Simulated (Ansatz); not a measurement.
# Nudged elastic band run: CH8AlNSi2

The input (input.yaml):

```yaml
crystal:
  periodic: [false, false, false]
  atoms:
    - { symbol: Si, position_ang: [-2.243097, 0.160098, 0.175942] }
    - { symbol: Si, position_ang: [-0.241198, 1.17671, -0.052104] }
    - { symbol: "N", position_ang: [1.071564, 0.074872, -0.364945] }
    - { symbol: C, position_ang: [1.498975, -1.093244, 0.542799] }
    - { symbol: Al, position_ang: [2.405598, -0.72546, -1.021781] }
    - { symbol: H, position_ang: [-2.302582, -0.669036, 1.350667] }
    - { symbol: H, position_ang: [-3.298683, 1.132872, 0.286032] }
    - { symbol: H, position_ang: [-2.54963, -0.673944, -0.956092] }
    - { symbol: H, position_ang: [-0.293168, 2.112309, -1.149273] }
    - { symbol: H, position_ang: [0.016407, 1.948141, 1.144087] }
    - { symbol: H, position_ang: [0.741908, -1.887527, 0.653721] }
    - { symbol: H, position_ang: [1.838181, -0.794496, 1.548424] }
    - { symbol: H, position_ang: [3.376126, -0.795896, -2.142778] }
basis:
  gaussian: { orbitals: STO-3G }
hamiltonian:
  xc: cam_b3lyp
neb:
  order_check: false
  images: 6
  f_tol: 0.05
  max_iterations: 60
  climbing: false
  final_atoms:
    - { symbol: Si, position_ang: [-2.23450573, 0.18524111, 0.22625117] }
    - { symbol: Si, position_ang: [-0.20849476, 1.17642666, 0.14700899] }
    - { symbol: "N", position_ang: [1.07111707, 0.10851432, -0.35934626] }
    - { symbol: C, position_ang: [1.46832829, -1.2070324, 0.33584856] }
    - { symbol: Al, position_ang: [2.37825819, -0.60777804, -1.15338459] }
    - { symbol: H, position_ang: [-3.26067424, 1.15143643, 0.51924683] }
    - { symbol: H, position_ang: [-2.57799002, -0.4340562, -1.02660942] }
    - { symbol: H, position_ang: [-2.30231595, -0.83116938, 1.24227886] }
    - { symbol: H, position_ang: [-0.24470606, 2.28124154, -0.78028536] }
    - { symbol: H, position_ang: [0.0799436, 1.73418792, 1.45001779] }
    - { symbol: H, position_ang: [0.68909612, -1.98743924, 0.32026893] }
    - { symbol: H, position_ang: [1.82225227, -1.09012632, 1.37355803] }
    - { symbol: H, position_ang: [3.34009221, -0.51404741, -2.28015453] }
  initial_path:
    images:
      - { positions_ang: [[-2.243097, 0.160098, 0.175942], [-0.241198, 1.17671, -0.052104], [1.071564, 0.074872, -0.364945], [1.498975, -1.093244, 0.542799], [2.405598, -0.72546, -1.021781], [-2.302582, -0.669036, 1.350667], [-3.298683, 1.132872, 0.286032], [-2.54963, -0.673944, -0.956092], [-0.293168, 2.112309, -1.149273], [0.016407, 1.948141, 1.144087], [0.741908, -1.887527, 0.653721], [1.838181, -0.794496, 1.548424], [3.376126, -0.795896, -2.142778]] }
      - { positions_ang: [[-2.23358496, 0.21973741, 0.26238507], [-0.23102017, 1.08208075, -0.1185508], [0.90710141, -0.13874179, -0.52187005], [1.44943723, -1.18004953, 0.43206762], [2.41747865, -0.63137895, -1.00312291], [-2.32148235, -0.27123859, 1.49267384], [-3.27592728, 1.14167939, 0.1093034], [-2.53095758, -0.77986976, -0.6145333], [-0.29002769, 2.03355939, -1.20227891], [0.18162768, 1.79735134, 1.05708859], [0.88314254, -2.06310035, 0.46644607], [1.62092156, -0.86876907, 1.45317991], [3.44369196, -0.37586126, -1.79808951]] }
      - { positions_ang: [[-2.22407293, 0.27937681, 0.34882814], [-0.22084235, 0.98745151, -0.18499761], [0.74263882, -0.35235557, -0.67879511], [1.39989946, -1.26685505, 0.32133623], [2.42935931, -0.5372979, -0.98446482], [-2.34038271, 0.12655883, 1.63468068], [-3.25317155, 1.15048678, -0.06742519], [-2.51228515, -0.88579551, -0.2729746], [-0.28688738, 1.95480978, -1.25528483], [0.34684836, 1.64656169, 0.97009017], [1.02437709, -2.2386737, 0.27917114], [1.40366212, -0.94304214, 1.35793582], [3.51125791, 0.04417348, -1.45340103]] }
      - { positions_ang: [[-2.21456089, 0.33901622, 0.4352712], [-0.21066452, 0.89282226, -0.25144441], [0.57817623, -0.56596936, -0.83572016], [1.3503617, -1.35366058, 0.21060485], [2.44123996, -0.44321685, -0.96580672], [-2.35928306, 0.52435624, 1.77668752], [-3.23041583, 1.15929417, -0.24415379], [-2.49361273, -0.99172127, 0.0685841], [-0.28374708, 1.87606018, -1.30829074], [0.51206904, 1.49577203, 0.88309176], [1.16561163, -2.41424705, 0.09189621], [1.18640268, -1.01731521, 1.26269173], [3.57882387, 0.46420821, -1.10871254]] }
      - { positions_ang: [[-2.21333357, 0.34260809, 0.44245823], [-0.20599263, 0.89278178, -0.2229997], [0.57811238, -0.56116331, -0.83492034], [1.3459836, -1.36991606, 0.1810405], [2.43733428, -0.42640514, -0.98460724], [-2.49615338, 0.78442373, 1.65791321], [-3.12745969, 0.93544729, -0.43167399], [-2.45828215, -1.01418204, 0.38263708], [-0.27682394, 1.9001934, -1.25557822], [0.52114569, 1.46520731, 0.92679616], [1.15806708, -2.42852023, 0.0442602], [1.18412715, -1.05954811, 1.23771087], [3.57367619, 0.5044723, -1.12833776]] }
      - { positions_ang: [[-2.22039096, 0.29015243, 0.37038921], [-0.20682667, 0.98733007, -0.09966347], [0.74244728, -0.33793744, -0.67639564], [1.38676516, -1.31562151, 0.23264319], [2.41764225, -0.48686277, -1.04086635], [-2.75099367, 0.9067613, 1.27835775], [-2.94430313, 0.47894612, -0.6299858], [-2.40629342, -0.95317782, 0.66918434], [-0.26611798, 2.02720944, -1.09714727], [0.37407833, 1.55486751, 1.10120337], [1.00174343, -2.28149323, 0.13626311], [1.39683552, -1.06974085, 1.28299326], [3.49581486, 0.16496573, -1.51227668]] }
      - { positions_ang: [[-2.22744834, 0.23769677, 0.29832019], [-0.20766071, 1.08187837, 0.02367276], [0.90678218, -0.11471156, -0.51787095], [1.42754672, -1.26132696, 0.28424587], [2.39795022, -0.54732041, -1.09712547], [-3.00583395, 1.02909887, 0.89880229], [-2.76114658, 0.02244496, -0.82829761], [-2.35430468, -0.8921736, 0.9557316], [-0.25541202, 2.15422549, -0.93871632], [0.22701096, 1.64452772, 1.27561058], [0.84541977, -2.13446623, 0.22826602], [1.60954389, -1.07993358, 1.32827564], [3.41795354, -0.17454084, -1.89621561]] }
      - { positions_ang: [[-2.23450573, 0.18524111, 0.22625117], [-0.20849476, 1.17642666, 0.14700899], [1.07111707, 0.10851432, -0.35934626], [1.46832829, -1.2070324, 0.33584856], [2.37825819, -0.60777804, -1.15338459], [-3.26067424, 1.15143643, 0.51924683], [-2.57799002, -0.4340562, -1.02660942], [-2.30231595, -0.83116938, 1.24227886], [-0.24470606, 2.28124154, -0.78028536], [0.0799436, 1.73418792, 1.45001779], [0.68909612, -1.98743924, 0.32026893], [1.82225227, -1.09012632, 1.37355803], [3.34009221, -0.51404741, -2.28015453]] }
```

Launched with:

```bash
$ ansatz run input.yaml --threads 1 --pin off --max-ram 2048MiB --backend cpu --events-out ev --progress --plain --runs-dir out
```

Output, in part (warnings, iteration lines, the closing report on the highest movable image, with atoms numbered from 0):

```
NEB end point (image 0): max|allowed force component| = 1.066e-2 eV/Å (the criterion of neb.relax_end_points is 1.000e-2)
NEB end point (image 7): max|allowed force component| = 1.214e-2 eV/Å (the criterion of neb.relax_end_points is 1.000e-2)
NEB iter   1: max|band force component| = 6.774e0 eV/Å  barrier→ = 2.7642 eV  barrier← = 2.7642 eV  Δτ_max = 0.1991 Å  (183 SCF iters)
NEB iter   2: max|band force component| = 2.266e0 eV/Å  barrier→ = 0.5206 eV  barrier← = 0.5207 eV  Δτ_max = 0.1965 Å  (161 SCF iters)
NEB iter   3: max|band force component| = 1.162e0 eV/Å  barrier→ = 0.3947 eV  barrier← = 0.3947 eV  Δτ_max = 0.1684 Å  (159 SCF iters)
NEB iter   4: max|band force component| = 6.997e-1 eV/Å  barrier→ = 0.2968 eV  barrier← = 0.2969 eV  Δτ_max = 0.1976 Å  (159 SCF iters)
NEB iter   5: max|band force component| = 4.910e-1 eV/Å  barrier→ = 0.1866 eV  barrier← = 0.1866 eV  Δτ_max = 0.2000 Å  (166 SCF iters)
NEB iter   6: max|band force component| = 3.348e-1 eV/Å  barrier→ = 0.1124 eV  barrier← = 0.1125 eV  Δτ_max = 0.2000 Å  (169 SCF iters)
NEB iter   7: max|band force component| = 5.298e-1 eV/Å  barrier→ = 0.0843 eV  barrier← = 0.0844 eV  Δτ_max = 0.1003 Å  (158 SCF iters)
NEB iter   8: max|band force component| = 3.624e-1 eV/Å  barrier→ = 0.0507 eV  barrier← = 0.0507 eV  Δτ_max = 0.1004 Å  (157 SCF iters)
NEB iter   9: max|band force component| = 2.029e-1 eV/Å  barrier→ = 0.0377 eV  barrier← = 0.0377 eV  Δτ_max = 0.1003 Å  (160 SCF iters)
NEB iter  10: max|band force component| = 1.420e-1 eV/Å  barrier→ = 0.0354 eV  barrier← = 0.0354 eV  Δτ_max = 0.0999 Å  (152 SCF iters)
NEB iter  11: max|band force component| = 4.523e-1 eV/Å  barrier→ = 0.0460 eV  barrier← = 0.0461 eV  Δτ_max = 0.0501 Å  (151 SCF iters)
NEB iter  12: max|band force component| = 1.726e-1 eV/Å  barrier→ = 0.0306 eV  barrier← = 0.0306 eV  Δτ_max = 0.0338 Å  (153 SCF iters)
NEB iter  13: max|band force component| = 1.171e-1 eV/Å  barrier→ = 0.0276 eV  barrier← = 0.0276 eV  Δτ_max = 0.0918 Å  (162 SCF iters)
NEB iter  14: max|band force component| = 6.854e-2 eV/Å  barrier→ = 0.0254 eV  barrier← = 0.0255 eV  Δτ_max = 0.0706 Å  (159 SCF iters)
NEB iter  15: max|band force component| = 6.021e-2 eV/Å  barrier→ = 0.0236 eV  barrier← = 0.0236 eV  Δτ_max = 0.0599 Å  (159 SCF iters)
NEB iter  16: max|band force component| = 4.095e-2 eV/Å  barrier→ = 0.0218 eV  barrier← = 0.0219 eV  Δτ_max = 0.0000 Å  (302 SCF iters)
Total energy: -24711.26216887 eV, -908.1221348110 hartree
Atom 0 at    -2.238644     0.206979     0.231539 Å, force     0.015766    -0.001136     0.016392 eV/Å
Atom 1 at    -0.203703     1.181064     0.094581 Å, force    -0.037238     0.002056    -0.010251 eV/Å
Atom 2 at     1.062571     0.082298    -0.378561 Å, force     0.018155     0.022484     0.003905 eV/Å
Atom 3 at     1.424294    -1.232001     0.336529 Å, force     0.028230     0.003517     0.000456 eV/Å
Atom 4 at     2.426597    -0.617615    -1.086971 Å, force    -0.017614    -0.015276    -0.000117 eV/Å
Atom 5 at    -2.907710     0.566824     1.453864 Å, force    -0.010460     0.001082    -0.001086 eV/Å
Atom 6 at    -3.094534     0.605225    -0.854926 Å, force     0.007815     0.004355    -0.007920 eV/Å
Atom 7 at    -2.150970    -1.228765     0.198464 Å, force    -0.000566    -0.001619     0.001748 eV/Å
Atom 8 at    -0.233929     2.250725    -0.873199 Å, force     0.008836     0.006312     0.003680 eV/Å
Atom 9 at     0.107090     1.787698     1.370916 Å, force    -0.008783    -0.007667     0.000135 eV/Å
Atom 10 at     0.652383    -2.016430     0.270889 Å, force    -0.001609    -0.004096    -0.003599 eV/Å
Atom 11 at     1.713309    -1.116017     1.394460 Å, force    -0.000777    -0.002506    -0.001907 eV/Å
Atom 12 at     3.463646    -0.504586    -2.142885 Å, force    -0.001755    -0.007505    -0.001435 eV/Å
Dipole moment:     0.369362    -0.023271    -0.266515 e Å
```

The forces met the threshold. No image climbed, so the highest image needn't sit at the top of the path. Limits of this set-up: minimal basis.

Final band (atoms are numbered from 1 in the order of the input):

| image | path coordinate (Å) | energy (kJ/mol) | dihedral H8–Si1–Si2–N3 (°) |
| --- | --- | --- | --- |
| 0 | 0.00 | 0.0 | -54 |
| 1 | 0.65 | 0.4 | -41 |
| 2 | 1.31 | 1.3 | -23 |
| 3 | 1.96 | 2.1 | -5 |
| 4 | 2.62 | 2.1 | 13 |
| 5 | 3.27 | 1.3 | 31 |
| 6 | 3.93 | 0.4 | 48 |
| 7 | 4.58 | 0.0 | 66 |

Run time: 6 min on 1 thread of Arm Neoverse V1 (shared host), peak memory 0.13 GiB.
